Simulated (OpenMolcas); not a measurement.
**Co²⁺: effect of the IPEA shift**

* Program: OpenMolcas 26.06
* Basis: ANO-RCC-VTZP [6s5p3d2f1g]
* Scalar Hamiltonian: DKH2, point nucleus
* Active space: 7 electrons in 9 orbitals (RAS2 3d 4s; RAS3 4p, at most 2 electrons)
* State averaging: 2S+1 = 4 even, 60 roots; 2S+1 = 6 even, 5 roots kept (CI in the orbitals of an earlier block); 2S+1 = 2 even, 87 roots kept (CI in the orbitals of an earlier block); 2S+1 = 4 odd, 78 roots (49 in the spin-orbit step); 2S+1 = 6 odd, 15 roots kept (CI in the orbitals of an earlier block); 2S+1 = 2 odd, 27 roots kept (CI in the orbitals of an earlier block, 0 in the spin-orbit step)
* Spin-orbit coupling: state interaction with AMFI integrals over the reference wave functions, term energies averaged over their components

Methods on the same reference wave functions:
A. RASSCF
B. MS-RASPT2, IPEA 0 Eh, imaginary shift 0.1 Eh (closed shells correlated: 3s 3p)
C. MS-RASPT2, IPEA 0.25 Eh, imaginary shift 0.1 Eh (closed shells correlated: 3s 3p)

Energies in eV above 3d7 4F 9/2, the measured ground level; measured values from Sugar and Corliss, J. Phys. Chem. Ref. Data 10, 1097 (1981).

```csv
Level,A,B,C,Measured
3d7 4F 9/2,0.0000,0.0000,0.0000,0.0000
3d7 4F 7/2,0.1157,0.1167,0.1165,0.1043
3d7 4F 5/2,0.2011,0.2013,0.2012,0.1799
3d7 4F 3/2,0.2597,0.259,0.259,0.2315
3d7 4P 5/2,2.4988,1.847,1.879,1.8848
3d7 2G 9/2,2.5066,2.008,2.062,2.1050
3d7 4P 3/2,2.5364,1.867,1.901,1.9129
3d7 4P 1/2,2.5905,1.932,1.965,1.9604
3d7 2G 7/2,2.6174,2.119,2.173,2.2027
3d7 2P 3/2,3.2929,2.342,2.408,2.5038
3d7 2H 11/2,3.3488,2.758,2.805,2.8170
3d7 2P 1/2,3.4098,2.434,2.502,
3d7 2H 9/2,3.4469,2.858,2.905,2.9055
3d6 4s 6D 9/2,3.4487,5.817,5.843,5.7576
3d6 4s 6D 7/2,3.5176,5.886,5.912,5.8276
3d6 4s 6D 5/2,3.5688,5.936,5.963,5.8788
3d7 2D 5/2,3.5821,2.744,2.808,2.8589
3d6 4s 6D 3/2,3.6042,5.972,5.998,5.9139
3d6 4s 6D 1/2,3.6252,5.992,6.019,5.9345
3d7 2D 3/2,3.7580,2.907,2.972,3.0050
3d6 4s 4D 7/2(1),4.6666,6.772,6.814,
3d6 4s 4D 5/2(1),4.7480,6.854,6.896,6.9895
3d6 4s 4D 3/2(1),4.8015,6.907,6.949,7.0417
3d6 4s 4D 1/2(1),4.8319,6.937,6.979,7.0717
```

Deviations, from unrounded energies. A percentage is the sum of absolute deviations over the sum of measured energies, with the sign that they share, or ± where signs differ.

```json
{"Against measurement": "mean absolute deviation (cm-1)", "Levels": "21", "A": "9400", "B": "590", "C": "400"}
{"Against measurement": "fine structure of the ground term (%)", "Levels": "3", "A": "+11.8", "B": "+11.8", "C": "+11.8"}
{"Against measurement": "other terms of the ground configuration (%)", "Levels": "10", "A": "+24.9", "B": "-3.2", "C": "±1.2"}
{"Against measurement": "other configurations (%)", "Levels": "8", "A": "-36.2", "B": "±1.4", "C": "±1.4"}
```

C lies closest to measurement on these levels and A furthest from it. The largest miss of C in the table is 3d7 2P 3/2, by -770 cm-1. The ranking rests on the paired levels alone, and a cruder setting can come out closer through cancelling errors.

Between B and C the level of the table that moves most is 3d7 2P 1/2, by 550 cm-1 (lowest in B, highest in C). Moves below CASPT2's spread within the term are not significant.

The mean deviations of B to C differ by less than CASPT2's widest spread within a term (2200 cm-1), so their order carries little weight.

From A to B the spin-free energies of the other terms of 3d7 shown, above 4F, scale by factors of 0.70 to 0.82.

The lowest spin-free term lies below A's lowest term by 0.539 hartree in B, 0.531 hartree in C.

CASPT2 breaks the degeneracy within a term, and the mean is taken; among the terms shown or strongly mixed into the levels shown the widest spread is 2200 cm-1 (3d7 4F, B). Some high roots are left out of the spin-orbit mixing, which shifts the levels that they would mix with. Terms from blocks run as CI alone lack orbitals of their own. A single d shell beside an s shell can misplace configurations of different d count against each other. The CASPT2 spread within a term exceeds the gap to the next term for 3d7 2D and 3d7 2H, so the order of their levels is uncertain (figures for B; the like holds for C). Without dynamic correlation excited terms often stand tens of per cent too high (terms of higher spin than the ground term too low), and those without a measured partner can miss by more than the paired ones (holds for A). Blocks of more than 70 roots (2S+1 = 2 even) ran without multistate coupling (holds for B; C). Computed and measured levels are paired by configuration, term and J; levels that our copy of the source lacks, or whose pairing is in doubt (as where it misses far off the trend of its configuration), stay unpaired and out of the deviations. Levels of configurations outside the active space are missing. Levels that lie high or do not pair safely by name in every column are left out.

A number in round brackets counts repeated terms of one configuration in the order of the reference energies.
